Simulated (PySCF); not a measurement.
Si(Cl)(F)(SiH3)2, SMILES F[Si]([SiH3])([SiH3])Cl, B3LYP/def2-SVP optimised geometry.

```
11

F     -0.43    -2.16    -1.41
Si     0.05    -1.48     0.00
Si    -0.65    -2.87     1.76
Si    -0.65     0.77     0.00
Cl     2.14    -1.48     0.00
H     -0.08    -4.24     1.58
H     -0.17    -2.29     3.05
H     -2.14    -2.95     1.79
H     -0.08     1.48    -1.18
H     -0.17     1.43     1.25
H     -2.14     0.84    -0.05
```

Density from B3LYP/def2-TZVP run with PySCF 2.14.0 at that geometry.

Minimum of the electron density along straight lines between bonded atoms, close to the bond critical point (lines longer than 1.1 times the sum of covalent radii, or with two minima, are not listed):

| bond | length / Å | ρ at the minimum / e bohr⁻³ | ∇²ρ there / e bohr⁻⁵ | position (fraction from the first atom) |
|---|---|---|---|---|
| F1–Si2 | 1.637 | 0.127 | 0.82 | 0.58 |
| Si2–Si3 | 2.358 | 0.096 | -0.18 | 0.56 |
| Si2–Si4 | 2.358 | 0.096 | -0.18 | 0.56 |
| Si2–Cl5 | 2.091 | 0.094 | 0.17 | 0.36 |
| Si3–H6 | 1.491 | 0.120 | 0.14 | 0.49 |
| Si3–H7 | 1.492 | 0.119 | 0.15 | 0.49 |
| Si3–H8 | 1.493 | 0.119 | 0.15 | 0.49 |
| Si4–H9 | 1.491 | 0.120 | 0.14 | 0.49 |
| Si4–H10 | 1.492 | 0.119 | 0.15 | 0.49 |
| Si4–H11 | 1.493 | 0.119 | 0.15 | 0.49 |
